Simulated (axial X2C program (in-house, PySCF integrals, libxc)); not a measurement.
Low determinants of CoC⁻ at the PBE0 level, 2c

All values were computed with an axial X2C code built on PySCF integrals. Two-component (2c) means X2C with spin–orbit coupling and atomic mean-field two-electron Coulomb and Gaunt terms. Basis: Co dyall-acv3z [10s11p7d4f2g], C dyall-av3z [8s7p3d2f] (cores contracted in-house); Gaussian nuclei, density fitting, unrestricted open shells. Masses: Co 58.933 u, C 12.000 u.

Search at 1.700 Å (vertical energies from the lowest determinant):

```csv
ΔE (eV),state,electrons beyond evenly filled partner blocks,"electrons in ±ω = 1/2, 3/2, 5/2, 7/2"
0.00,Ω = 3,"ω = 1/2, ω = 5/2",25 8 1 0
0.16,Ω = 2,"ω = -1/2, ω = 5/2",25 8 1 0
0.17,Ω = 3,2 × ω = 3/2,24 8 2 0
0.18,Ω = 4,"ω = 3/2, ω = 5/2",24 9 1 0
0.21,Ω = 1,"ω = -3/2, ω = 5/2",24 9 1 0
0.27,Ω = 1,"ω = -1/2, ω = 3/2",25 7 2 0
0.29,Ω = 2,"ω = 1/2, ω = 3/2",25 7 2 0
```

Lowest determinant, Ω = 3 (⟨Sz⟩ = 0.00, ⟨Lz⟩ = 3.00 at PBE0): Re = 1.706 Å, ωe = 582.8 cm⁻¹.

The determinant in row 2 of the search, Ω = 2 (⟨Sz⟩ = 1.00, ⟨Lz⟩ = 1.00 at PBE0), was followed along the bond at PBE0; measured from the minimum of the lowest determinant it gives:

Te = 0.074 eV (601 cm⁻¹), Re = 1.611 Å, ωe = 851.7 cm⁻¹.

(1) Compare the bond of the determinant in row 2 with that of the lowest one.

The search compares states at one distance, so a state with another bond length can lie lower; it is not exhaustive and yields mostly the lowest determinant of each block pattern, so other components and higher states of one pattern are missing. These are energies of single determinants, not of spin-adapted states; PBE0 term energies can be off by some tenths of an eV, and the functional has no current term. Open-shell Ω = 0 determinants with evenly filled partner blocks cannot be reached by this program, so the Ω shown need not be the lowest component. The lowest determinant need not be the ground state where others lie within half an eV. For an anion, determinants above electron detachment are held by the basis set. The highest occupied level of some functionals is positive through self-interaction error; at Hartree–Fock it is bound. Row 1 has a positive highest level at its minimum. Row 2 has a positive highest level at its minimum.

## Answers

(1) At PBE0 its Re is 0.095 Å shorter and its force constant, which goes as ωe², is 2.14 times that of the lowest determinant. T0 ≈ Te + Δωe/2 = 601 + (134) = 735 cm⁻¹.
